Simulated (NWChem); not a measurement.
Molecule: SiH$_{4}$S; SMILES S[SiH3]

```xyz
6

Si     0.0156     1.0289     0.0000
S      0.0594    -1.1076     0.0000
H     -0.6627     1.5613     1.2089
H      1.4398     1.4400    -0.0035
H     -0.6687     1.5607    -1.2058
H     -1.2773    -1.2448     0.0001
```
Atoms are numbered in this order, from 1.

Structure relaxed at the PBE0-D3(BJ)/def2-TZVP level.

Question: List the 6 lowest vertical singlet excitations from PBE0/6-31G* (spherical d), TDA (NWChem).

Answer: 
| state | energy (eV) | oscillator strength | leading excitation (squared amplitude) |
|---|---|---|---|
| S1 | 6.17 | 0.016 | HOMO → LUMO (0.95) |
| S2 | 6.63 | 0.002 | HOMO → LUMO+1 (0.95) |
| S3 | 7.68 | 0.000 | HOMO → LUMO+2 (0.99) |
| S4 | 8.06 | 0.012 | HOMO → LUMO+3 (0.63) |
| S5 | 8.55 | 0.100 | HOMO−1 → LUMO (0.36) |
| S6 | 8.81 | 0.032 | HOMO−2 → LUMO (0.58) |
